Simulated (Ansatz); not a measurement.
CH$_{8}$OSi$_{2}$, SMILES `OC([SiH3])[SiH3]`. The species carries charge 0 and has multiplicity 1.

```xyz
12

O    -0.351    0.985    1.448
C     0.128   -0.063    0.597
Si    1.473    0.681   -0.500
Si   -1.280   -0.836   -0.400
H    -1.057    0.638    2.001
H     0.612   -0.862    1.183
H     0.904    1.759   -1.349
H     2.003   -0.402   -1.373
H     2.577    1.231    0.328
H    -2.377   -1.174    0.553
H    -0.825   -2.077   -1.082
H    -1.807    0.122   -1.405
```

Problem. Give the diagnostics of a CCSD(T)/def2-TZVPP run (frozen core, the Gaussian-basis code of Ansatz). (An estimate is asked.)

Solution. Computed: T1 = 0.0119, largest single amplitude 0.015, largest double 0.013, (T) share of the correlation energy 3.5 %, 9 CCSD cycles. The RHF solution is stable towards an unrestricted one. T1 lies under the customary mark of 0.02 for closed shells.
